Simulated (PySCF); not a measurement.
H₅SbSi.
Cartesian coordinates in Å at the PBE0-D3(BJ)/def2-SVP level; atoms count from 1:
```xyz
7
H5SbSi angstrom
Si    -0.921   -0.033   -0.042
Sb     1.568    0.157   -0.706
H     -1.705    0.961   -0.837
H     -1.406   -1.404   -0.388
H     -1.150    0.212    1.413
H      1.721    1.606    0.202
H      2.025   -0.787    0.653
```

Computed, not measured: PySCF, PBE0-D3(BJ)/def2-SVP geometry optimisation, gas phase, def2 core potentials past Kr.

(1) Which atoms are bound to Sb2, and at what distances?

(2) List the angles at Sb2.

(3) What is the shape at Sb2?

(4) What are the other bond lengths?

Results:

(1) 3 atoms: H6 1.717 Å, H7 1.717 Å, Si1 2.583 Å. The nearest atom not counted as bound is H3, at 3.37 Å (others tie with it).

(2) 
```csv
angle,degrees,distance of the outer atoms (Å)
H6–Sb2–H7,91.2,2.45
Si1–Sb2–H7,90.7,3.12
Si1–Sb2–H6,90.7,3.12
```

(3) Pyramidal: angles 91.2°, 90.7° and 90.7°, sum 272.6°, 1.08 Å off the plane of its three neighbours.

(4) Si1–H3, Si1–H4, Si1–H5 1.495 Å.

Point group: Cs (tolerance 0.08 Å). Charge 0, singlet. No PBE0-D3(BJ)/def2-SVP frequencies stand behind this structure, so it isn't proved a minimum.
